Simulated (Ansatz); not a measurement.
Reactions of C$_{2}$H$_{7}$BOSi (`CC1([SiH3])BO1`).

Computed with Ansatz on PBE0-D4/def2-TZVP structures; ΔE is electronic, products minus reactants. CBS: MP2 limit from def2 TZ/QZ plus the TZ coupled-cluster correction, frozen cores. This one scheme is used for every species, atoms too. DFT in def2-TZVPP. B3LYP here is the variant with VWN-RPA as its local correlation; programs differ in this. Open shells (•) are unrestricted, without spin–orbit coupling. Spin–orbit coupling would lower the free atoms: a little for B, C, O, Si. def2 core potentials past Kr. For Sn outer-core shells are correlated without core-valence functions, so the limit isn't a true one: a few kJ/mol of doubt a bond, and 10 to 20 or more in all where bonds break to atoms. Each species was taken in one conformer, which may not be the lowest.

```
                                                                    reaction  MP2/CBS(def2) (kJ/mol)  B3LYP-D4 (kJ/mol)  CCSD(T)/CBS(def2) (kJ/mol)
                              `CC1([SiH3])BO1` → B• + 2 C• + 7 H• + O• + Si•                    4552               4493                        4480
`CC1([SiH3])BO1` + `[OH][SnH2][SH]` → `[CH3][SnH]([OH])[SH]` + `[SiH3]C1BO1`                     -36                -26                         -32
                                 `CC1([SiH3])BO1` + H₂ → `[SiH3]C1BO1` + CH₄                     -53                -60                         -58
                   `CC1([SiH3])BO1` + `COB(O)O` → `COB(O)O[SiH3]` + `CC1BO1`                     -84                -85                         -84
       `CC1([SiH3])BO1` + `C=CN[SiH2]Cl` → `C=CN([SiH3])[SiH2]Cl` + `CC1BO1`                     -49                -42                         -46
                                 `CC1([SiH3])BO1` + H–F → `CC1(F)BO1` + SiH₄                      59                 33                          47
```

Largest T1 diagnostic: 0.016, for `[SiH3]C1BO1`.
